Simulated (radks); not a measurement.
Results of a calculation; reference values are marked as such.
All-electron atom: Co in [Ar] 3d7 4s2. Code: a radial shooting solver on a logarithmic mesh with Libxc functionals. Model: non-relativistic Kohn-Sham, Slater X-alpha with alpha = 0.828, spin-unpolarised, spherical densities, point nucleus.

Radial electron density D(r) = 4 pi r^2 rho(r):

r (bohr)  D(r) (e/bohr)
0.004802          2.994
0.006303          4.757
0.008274          7.371
0.01086           11.05
0.01425           15.86
0.01871           21.53
0.02456           27.19
0.03224           31.35
0.04231           32.42
0.05554           30.06
0.0729            26.54
0.09569           26.10
0.1256            30.82
0.1635            36.13
0.2147            34.51
0.2818            24.50
0.3698            15.76
0.4855            15.87
0.6372            18.77
0.8364            15.96
1.098             9.218
1.441             4.163
1.891             2.015
2.483             1.191
3.259            0.6478
4.277            0.2500
5.614           0.05851
7.369          0.007244
9.673         0.0004093

D(r) has 3 maxima, at r = 0.0400, 0.180, 0.653 bohr, and minima at 0.0862, 0.417 bohr, inside which lie 2.12, 10.75 electrons.
